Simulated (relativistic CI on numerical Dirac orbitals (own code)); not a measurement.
Sensitivity of the levels of Ti XV to α and to the nuclear radius

These numbers are calculated, not measured: Dirac-Coulomb-Breit CI, orbitals from a KLI potential per configuration, derivatives by finite differences, unscaled Slater integrals, QED left out (own radial code, finite nucleus).

Configuration list (outside the closed core 1s2): 2s2.2p4, 2s.2p5, 2p6, 2p5.3s, 2s2.2p3.3s, 2p5.3p, 2p5.3d, 2s2.2p3.3p. Levels of other configurations are missing.

With x = (α/α₀)² − 1 an excitation energy changes as ω = ω₀ + qx; K = 2q/ω₀ is the relative enhancement. Terms are leading LS components, so labels can repeat. The field-shift factor is F = δν/δ⟨r²⟩ for the transition from the lowest level.

Lowest level 2s2.2p4 3P_2.

```csv
Level,ω₀ (cm⁻¹),q (cm⁻¹),K,F (GHz/fm²)
2s2.2p4 3P_1,39003,43350,2.22,-0.0262
2s2.2p4 3P_0,41837,32200,1.54,-0.108
2s2.2p4 1D_2,110772,34740,0.627,0.0223
2s2.2p4 1S_0,211753,56820,0.537,-1.34
2s.2p5 3P°_2,721629,56810,0.157,-40.4
2s.2p5 3P°_1,752209,85540,0.227,-40.5
2s.2p5 3P°_0,771190,107000,0.278,-40.5
2s.2p5 1P°_1,997178,79880,0.16,-42
2p6 1S_0,1699649,120800,0.142,-80.2
2s2.2p3.3s 5S°_2,4305622,9566,0.00444,14.9
2s2.2p3.3s 3S°_1,4350234,6917,0.00318,14.8
2s2.2p3.3s 3D°_1,4438045,1526,0.000687,14.9
2s2.2p3.3s 3D°_2,4438841,155.2,6.99e-05,14.8
```

At this charge energies of transitions that change n are usually good to better than 1 %, and those within a shell (Δn = 0) to a few per cent.
